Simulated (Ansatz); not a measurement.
The same path of AlBrCl₂FH (6 atoms, charge 0, multiplicity 1) was run twice with different band settings. Lost on the way: Br5–H6. Made: Cl2–H6.

All numbers below come from RKS B3LYP-D4/def2-SVP in Ansatz 0.2.0.

Relaxed end points:

```xyz
6
Properties=species:S:1:pos:R:3
Al 0.095 0.014 0.135
Cl 0.041 0.697 2.132
Cl 1.797 0.353 -1.037
F -1.359 -0.207 -0.635
Br 0.473 -2.604 0.829
H 0.314 -2.185 2.193
```

```xyz
6
Properties=species:S:1:pos:R:3
Al 0.166 -0.582 -0.169
Cl 0.128 0.122 2.301
Cl 1.777 0.539 -0.900
F -1.375 -0.088 -0.541
Br 0.455 -2.785 0.308
H 0.210 -1.138 2.617
```

Common settings: movable images 7; climbing image yes; spring 5.0 eV/Å²; optimiser quadratic models (default); start path through a guess of the saddle point; iteration limit 60; end points relaxed.

| run | force threshold |
| --- | --- |
| 1 | 0.05 eV/Å |
| 2 | 0.5 eV/Å |

Question: What does each run give, and how far can it be trusted?

Answer: Run 1: converged after 6 iterations, highest image 0.232 eV above the first end. A vibrational analysis at the climbing image gives one clearly imaginary mode, 502i cm⁻¹: a first-order saddle point.
Run 2: converged after 4 iterations, highest image 0.252 eV above the first end. The threshold of 0.5 eV/Å is loose, so the images may lie well off the minimum-energy path. The order of the stationary point at the top wasn't checked.
The orbitals stay closed-shell, which can raise the energy where a bond breaks towards radicals; this wasn't checked here.
